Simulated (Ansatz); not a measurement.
CH₈BFSi₂, SMILES `B[SiH2][SiH2]CF`, relaxed with RKS PBE-D4/def2-SVP in Ansatz from a rough embedded geometry. The force threshold is 0.03 eV/Å; the program also tests the step.

The species carries charge 0 and has multiplicity 1.

Start:

```xyz
13

B    -1.848   -1.106    0.562
Si    0.005   -1.219    0.834
Si    1.013   -0.013   -0.732
C     0.643    1.853   -0.529
F    -0.769    1.964   -0.744
H    -2.648   -1.664    1.317
H    -2.331   -0.440   -0.305
H     0.449   -2.582    0.723
H     0.369   -0.702    2.212
H     2.509   -0.160   -0.548
H     0.642   -0.479   -2.040
H     0.875    2.148    0.514
H     1.090    2.400   -1.265
```

Q: How much energy does the relaxation release, and in how many steps? (Best estimate.)

A: Ansatz gave: 105.32 kJ/mol, in 33 steps, 2 of them rejected.

Q: Which bonds change most? (Estimate.)

A: Ansatz gave: B1–Si2 from 1.876 to 2.035 Å; Si2–Si3 from 2.219 to 2.362 Å; C4–H13 from 1.019 to 1.106 Å; Si2–H8 from 1.437 to 1.508 Å.

Q: Give the relaxed structure. (Best estimate.)

A: Computed: 
```xyz
13

B    -1.610   -0.284    0.615
Si    0.029   -1.490    0.675
Si    1.429   -0.029   -0.543
C     0.182    1.448   -0.642
F    -1.171    0.869   -0.664
H    -1.711    0.477    1.566
H    -2.637   -0.704    0.115
H    -0.013   -2.818   -0.037
H     0.642   -1.705    2.036
H     2.667    0.513    0.122
H     1.773   -0.442   -1.951
H     0.209    2.091    0.261
H     0.211    2.074   -1.554
```
